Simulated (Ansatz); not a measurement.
Geometry optimisation of Rb8Cl8 (started as a model of: 1x4x4 RbCl rock-salt block).

```yaml
crystal:
  periodic: [false, false, false]
  atoms:
    - {symbol: Rb, position_ang: [-0.000550, -4.394050, -4.395550]}
    - {symbol: Cl, position_ang: [-0.012080, -4.584500, -1.481680]}
    - {symbol: Rb, position_ang: [-0.004320, -4.460090, 1.504870]}
    - {symbol: Cl, position_ang: [-0.001020, -4.371650, 4.371740]}
    - {symbol: Cl, position_ang: [0.001610, -1.483340, -4.587020]}
    - {symbol: Rb, position_ang: [-0.005010, -1.531570, -1.534320]}
    - {symbol: Cl, position_ang: [0.008380, -1.432300, 1.431280]}
    - {symbol: Rb, position_ang: [0.004730, -1.506040, 4.461540]}
    - {symbol: Rb, position_ang: [-0.003570, 1.506240, -4.459560]}
    - {symbol: Cl, position_ang: [-0.010180, 1.429970, -1.434360]}
    - {symbol: Rb, position_ang: [0.002660, 1.531950, 1.532810]}
    - {symbol: Cl, position_ang: [0.010980, 1.483360, 4.587330]}
    - {symbol: Cl, position_ang: [-0.000040, 4.372230, -4.372600]}
    - {symbol: Rb, position_ang: [-0.001990, 4.461250, -1.504800]}
    - {symbol: Cl, position_ang: [0.001060, 4.584500, 1.482730]}
    - {symbol: Rb, position_ang: [0.009350, 4.394040, 4.397600]}
basis:
  gaussian: {orbitals: def2-SVP}
hamiltonian: {xc: pbe, dispersion: d4}
scf: {lower_state_search: "off"}
output: {orbitals: {seedname: orbitals}}
relax: {f_tol: 0.03, max_steps: 70}
```

```sh
$ ansatz run in.yaml --threads 4 --pin off --events-out ev --progress --plain --max-ram 6963MiB
```

It prints (some lines left out):

```
Functional definition: PBE
mean field -105380.27436847 eV, -3872.6536537260 hartree, gradient 5.8e-6 eV, S^2 0.000000; 0 other end points of the search recorded, 0 dependent functions left out
relax step   1: F+E_penalty+E_count = -105381.02287623 eV  Δ(F+E_penalty+E_count) = +0.000e0 eV  max|allowed force component| = 6.789e-1 eV/Å  Δτ_max = 0.0000 Å  (15 SCF iters, accepted)
mean field -105381.07718848 eV, -3872.6831568170 hartree, gradient 8.0e-7 eV, S^2 0.000000; 0 other end points of the search recorded, 0 dependent functions left out
relax step   2: F+E_penalty+E_count = -105381.79247104 eV  Δ(F+E_penalty+E_count) = -7.696e-1 eV  max|allowed force component| = 2.201e-1 eV/Å  Δτ_max = 0.1949 Å  (16 SCF iters, accepted)
mean field -105381.34581959 eV, -3872.6930288281 hartree, gradient 2.4e-6 eV, S^2 0.000000; 0 other end points of the search recorded, 0 dependent functions left out
relax step   3: F+E_penalty+E_count = -105382.03580499 eV  Δ(F+E_penalty+E_count) = -2.433e-1 eV  max|allowed force component| = 5.541e-2 eV/Å  Δτ_max = 0.1763 Å  (15 SCF iters, accepted)
mean field -105381.37089868 eV, -3872.6939504677 hartree, gradient 1.8e-6 eV, S^2 0.000000; 0 other end points of the search recorded, 0 dependent functions left out
relax step   4: F+E_penalty+E_count = -105382.05035365 eV  Δ(F+E_penalty+E_count) = -1.455e-2 eV  max|allowed force component| = 6.896e-2 eV/Å  Δτ_max = 0.0767 Å  (16 SCF iters, accepted)
mean field -105381.38349751 eV, -3872.6944134661 hartree, gradient 1.2e-6 eV, S^2 0.000000; 0 other end points of the search recorded, 0 dependent functions left out
relax step   5: F+E_penalty+E_count = -105382.05921810 eV  Δ(F+E_penalty+E_count) = -8.864e-3 eV  max|allowed force component| = 8.379e-2 eV/Å  Δτ_max = 0.2000 Å  (20 SCF iters, accepted)
mean field -105381.39334640 eV, -3872.6947754061 hartree, gradient 1.2e-6 eV, S^2 0.000000; 0 other end points of the search recorded, 0 dependent functions left out
relax step   6: F+E_penalty+E_count = -105382.07158689 eV  Δ(F+E_penalty+E_count) = -1.237e-2 eV  max|allowed force component| = 1.030e-1 eV/Å  Δτ_max = 0.1958 Å  (20 SCF iters, accepted)
mean field -105381.39732959 eV, -3872.6949217858 hartree, gradient 1.0e-6 eV, S^2 0.000000; 0 other end points of the search recorded, 0 dependent functions left out
relax step   7: F+E_penalty+E_count = -105382.08329418 eV  Δ(F+E_penalty+E_count) = -1.171e-2 eV  max|allowed force component| = 8.059e-2 eV/Å  Δτ_max = 0.2000 Å  (19 SCF iters, accepted)
mean field -105381.40457773 eV, -3872.6951881500 hartree, gradient 9.7e-7 eV, S^2 0.000000; 0 other end points of the search recorded, 0 dependent functions left out
relax step   8: F+E_penalty+E_count = -105382.09106249 eV  Δ(F+E_penalty+E_count) = -7.768e-3 eV  max|allowed force component| = 3.219e-2 eV/Å  Δτ_max = 0.1082 Å  (16 SCF iters, accepted)
mean field -105381.41435482 eV, -3872.6955474516 hartree, gradient 8.4e-7 eV, S^2 0.000000; 0 other end points of the search recorded, 0 dependent functions left out
relax step   9: F+E_penalty+E_count = -105382.10020706 eV  Δ(F+E_penalty+E_count) = -9.145e-3 eV  max|allowed force component| = 1.463e-2 eV/Å  Δτ_max = 0.1362 Å  (16 SCF iters, accepted)
mean field -105381.42044731 eV, -3872.6957713465 hartree, gradient 2.2e-6 eV, S^2 0.000000; 0 other end points of the search recorded, 0 dependent functions left out
relax step  10: F+E_penalty+E_count = -105382.10515941 eV  Δ(F+E_penalty+E_count) = -4.952e-3 eV  max|allowed force component| = 3.138e-2 eV/Å  Δτ_max = 0.1782 Å  (15 SCF iters, accepted)
mean field -105381.42752798 eV, -3872.6960315562 hartree, gradient 2.1e-6 eV, S^2 0.000000; 0 other end points of the search recorded, 0 dependent functions left out
relax step  11: F+E_penalty+E_count = -105382.11083208 eV  Δ(F+E_penalty+E_count) = -5.673e-3 eV  max|allowed force component| = 3.172e-2 eV/Å  Δτ_max = 0.1916 Å  (15 SCF iters, accepted)
mean field -105381.43139808 eV, -3872.6961737796 hartree, gradient 1.2e-6 eV, S^2 0.000000; 0 other end points of the search recorded, 0 dependent functions left out
relax step  12: F+E_penalty+E_count = -105382.11471998 eV  Δ(F+E_penalty+E_count) = -3.888e-3 eV  max|allowed force component| = 2.875e-2 eV/Å  Δτ_max = 0.1273 Å  (15 SCF iters, accepted)
mean field -105381.43220260 eV, -3872.6962033452 hartree, gradient 1.2e-6 eV, S^2 0.000000; 0 other end points of the search recorded, 0 dependent functions left out
relax step  13: F+E_penalty+E_count = -105382.11734855 eV  Δ(F+E_penalty+E_count) = -2.629e-3 eV  max|allowed force component| = 1.770e-2 eV/Å  Δτ_max = 0.0342 Å  (16 SCF iters, accepted)
mean field -105381.43040564 eV, -3872.6961373081 hartree, gradient 1.2e-6 eV, S^2 0.000000; 0 other end points of the search recorded, 0 dependent functions left out
relax step  14: F+E_penalty+E_count = -105382.11805651 eV  Δ(F+E_penalty+E_count) = -7.080e-4 eV  max|allowed force component| = 1.075e-2 eV/Å  Δτ_max = 0.0392 Å  (16 SCF iters, accepted)
Total energy: -105382.11818705 eV, -3872.7214128090 hartree
Atom 0 at     0.232366    -4.651729    -4.518100 Å, force    -0.000601     0.006841     0.003637 eV/Å
Atom 1 at    -0.392759    -4.856457    -1.547056 Å, force    -0.001368     0.000591     0.004912 eV/Å
Atom 2 at     0.475203    -4.783150     1.510128 Å, force     0.003313    -0.010745     0.003192 eV/Å
Atom 3 at    -0.371761    -4.611617     4.442810 Å, force    -0.000871     0.001637    -0.003861 eV/Å
Atom 4 at     0.120428    -1.609178    -4.567223 Å, force    -0.000203    -0.005417    -0.001983 eV/Å
Atom 5 at    -0.664442    -1.618302    -1.424225 Å, force     0.000143    -0.005210    -0.009736 eV/Å
Atom 6 at     0.808050    -1.581876     1.425821 Å, force    -0.002732     0.001184     0.000045 eV/Å
Atom 7 at    -0.058613    -1.569849     4.542984 Å, force     0.001283    -0.002788    -0.000749 eV/Å
Atom 8 at     0.067938     1.568390    -4.542240 Å, force     0.000078     0.003312     0.002287 eV/Å
Atom 9 at    -0.851806     1.585109    -1.440047 Å, force    -0.000119     0.000075     0.002221 eV/Å
Atom 10 at     0.610561     1.617712     1.415863 Å, force     0.003169     0.003493     0.006762 eV/Å
Atom 11 at    -0.104894     1.608570     4.575230 Å, force    -0.000891     0.006641     0.000835 eV/Å
Atom 12 at     0.419391     4.605291    -4.427014 Å, force    -0.000003    -0.000376     0.002220 eV/Å
Atom 13 at    -0.489436     4.787488    -1.514328 Å, force    -0.001611     0.007456    -0.005466 eV/Å
Atom 14 at     0.378670     4.856746     1.541379 Å, force    -0.000089    -0.001342    -0.002549 eV/Å
Atom 15 at    -0.178888     4.652854     4.526031 Å, force     0.000502    -0.005353    -0.001768 eV/Å
Dipole moment:    -0.004372     0.006155    -0.005867 e Å
Checks for a lower state left out: stability, starts, cluster_reference, orbital_swaps, neighbouring_geometries, increment
```

It took 2 min on 4 threads of Intel Xeon on a shared host, peak host memory 1.2 GiB.

In the def2 sets Rb takes a core potential; there is no spin–orbit coupling.
